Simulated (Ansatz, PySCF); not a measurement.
Complex: CH6OSi (SMILES CO[SiH3]) (first 9 atoms) with CH4 (SMILES C); geometry from B3LYP-D3(BJ)/def2-TZVP, rigid monomers moved along the line of their centres of mass till O2···H11 is 2.42 Å.
(charge 0, multiplicity 1):
```xyz
14

C     -1.605    -0.467     0.322
O     -0.549     0.465     0.151
Si     0.949     0.040    -0.383
H     -2.479     0.074     0.682
H     -1.860    -0.956    -0.624
H     -1.341    -1.234     1.057
H      1.555    -0.989     0.500
H      1.761     1.272    -0.372
H      0.881    -0.521    -1.757
C      0.033     0.039     3.358
H     -0.189     0.711     2.530
H     -0.893    -0.396     3.733
H      0.692    -0.755     3.011
H      0.522     0.592     4.159
```

Interaction energies are E(AB) − E(A) − E(B) at the monomers' geometry in the complex; basis-set methods are counterpoise corrected. Rows marked so take none.

Rows in 3-21G carry no dispersion term and start afresh at each structure.

The values were computed with Ansatz (a quantum-chemistry and plane-wave program); PySCF for 3-21G rows, the dispersion terms. Each number belongs to the level named beside it.

Task: Predict the interaction energy from r2SCAN-D3(BJ)/def2-TZVPPD.

Result: -36 meV

Task: What interaction energy does r2SCAN/def2-TZVPPD give?

Result: -8 meV

Task: What interaction energy does B3LYP/3-21G (no counterpoise) give?

Result: -51 meV
